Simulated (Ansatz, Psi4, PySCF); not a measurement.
C$_{4}$H$_{5}$ (SMILES C=[C-]C=C), charge -1, singlet, at a GFN2-xTB geometry (in this run its highest filled SCF level lies above zero, so its values depend strongly on the basis, on diffuse functions most of all). Base run: BHANDHLYP/6-31G* (PySCF).

Geometry (Å):
```xyz
9

C      0.7665     1.6272    -0.1909
C      0.3308     0.5629     0.4452
C     -0.6090    -0.4337     0.2291
C     -0.4387    -1.6837    -0.2903
H      1.5367     2.2791     0.2376
H      0.4308     1.9873    -1.1906
H     -1.5611    -0.2645     0.7545
H      0.4760    -1.9715    -0.7924
H     -1.1801    -2.4667    -0.1678
```
Charge -1, spin multiplicity 1.
All else is at PySCF's defaults.

The same geometry, method and basis name were run in Ansatz (a program for electronic structure) and Psi4 and PySCF, at each program's defaults and at the settings that a row names. The base is PySCF at its defaults. Differences at the defaults can come from grids, fitting, cores and function types together.

```csv
code and settings,ΔE vs base (mEh),basis functions,E (Eh),SCF cycles
"PySCF, defaults (exact integrals, its default grid, spherical functions)",0.000,66,-155.20246,10
"Psi4, defaults (density fitting with its default set, its default grid, Cartesian functions)",[?],70,[?],9
"Ansatz, defaults (factorised integrals, its default grid, Cartesian functions)",-1.773,70,-155.20423,-
"PySCF, density fitting with def2-universal-jkfit",-0.003,66,-155.20246,10
"PySCF, fine grid",-0.001,66,-155.20246,10
"Psi4, exact integrals, spherical functions, fine grid",-0.001,66,-155.20246,12
"Ansatz, high accuracy, Cartesian functions as the basis file defines them",-1.773,70,-155.20423,-
```

Q: Fill in the missing entries.

A: 
- Psi4, defaults (density fitting with its default set, its default grid, Cartesian functions), ΔE vs base (mEh): -1.700
- Psi4, defaults (density fitting with its default set, its default grid, Cartesian functions), E (Eh): -155.20416
